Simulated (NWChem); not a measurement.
System: CH₅BeN; SMILES [NH2][Be][CH3]

```xyz
8

Be    -0.0055     0.0747     0.0024
C     -0.0013    -1.6043    -0.0001
H     -0.5075    -2.0345     0.8816
H      1.0273    -2.0085     0.0060
H     -0.4944    -2.0278    -0.8926
N      0.0000     1.5792     0.0002
H     -0.8217     2.1747    -0.0028
H      0.8262     2.1684    -0.0027
```
Atoms are numbered in this order, from 1.

All runs use the structure optimised with PBE0/def2-SVP.

 States above −ε(HOMO) = 5.9 eV lie in this functional's continuum and hang on the basis.

Task: List the 4 lowest vertical singlet excitations from PBE/def2-SVPD, TDA (NWChem).

Result: 
```json
[
 {"state": "S1", "energy (eV)": "5.56", "oscillator strength": "0.002", "leading excitation (squared amplitude)": "HOMO → LUMO+1 (0.96)"},
 {"state": "S2", "energy (eV)": "5.60", "oscillator strength": "0.068", "leading excitation (squared amplitude)": "HOMO → LUMO (0.96)"},
 {"state": "S3", "energy (eV)": "6.12", "oscillator strength": "0.004", "leading excitation (squared amplitude)": "HOMO → LUMO+2 (1.00)"},
 {"state": "S4", "energy (eV)": "6.67", "oscillator strength": "0.013", "leading excitation (squared amplitude)": "HOMO−1 → LUMO (0.56)"}
]
```
